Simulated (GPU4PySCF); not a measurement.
DABNA-1 (C30H21BN2), SMILES c1c(N2c3c4B(c5ccccc5N(c5ccccc5)c4ccc3)c3c2cccc3)cccc1.

The structure is a stationary point at B3LYP-D3(BJ)/def2-SVP. One conformer was computed; it need not be the lowest.

These are GPU4PySCF with TDA-PBE0/def2-SVP values and carry that method's errors.

Vertical excitations. Gas-phase values at a fixed geometry.

| state | energy (eV) | λ (nm) | f | main pairs |
|---|---|---|---|---|
| S1 | 3.30 | 376 | 0.269 | HOMO→LUMO 94 % |
| S2 | 3.82 | 325 | 0.000 | HOMO→LUMO+2 96 % |
| S3 | 3.84 | 323 | 0.063 | HOMO→LUMO+1 83 % |
| S4 | 3.89 | 319 | 0.017 | HOMO→LUMO+4 83 % |
| S5 | 3.96 | 313 | 0.001 | HOMO→LUMO+3 96 % |
| S6 | 4.15 | 299 | 0.015 | HOMO−1→LUMO 84 % |
| S7 | 4.40 | 282 | 0.014 | HOMO→LUMO+6 90 % |
| S8 | 4.47 | 277 | 0.089 | HOMO→LUMO+5 58 %, HOMO−2→LUMO 20 % |
| S9 | 4.73 | 262 | 0.004 | HOMO→LUMO+7 67 %, HOMO−2→LUMO 24 % |
| S10 | 4.81 | 258 | 0.015 | HOMO−1→LUMO+1 73 % |
| S11 | 4.83 | 257 | 0.036 | HOMO−3→LUMO 40 %, HOMO−1→LUMO+2 27 %, HOMO−1→LUMO+3 15 %, HOMO−1→LUMO+5 12 % |
| S12 | 4.84 | 256 | 0.009 | HOMO−1→LUMO+2 67 %, HOMO−3→LUMO 14 % |
| T1 | 2.72 | 456 | 0 | HOMO→LUMO 96 % |
| T2 | 3.32 | 374 | 0 | HOMO−1→LUMO 75 % |
| T3 | 3.48 | 357 | 0 | HOMO→LUMO+5 68 %, HOMO−1→LUMO 11 % |
| T4 | 3.51 | 354 | 0 | HOMO→LUMO+1 52 %, HOMO→LUMO+6 25 %, HOMO−3→LUMO 9 % |
Triplets are in the Tamm–Dancoff approximation.
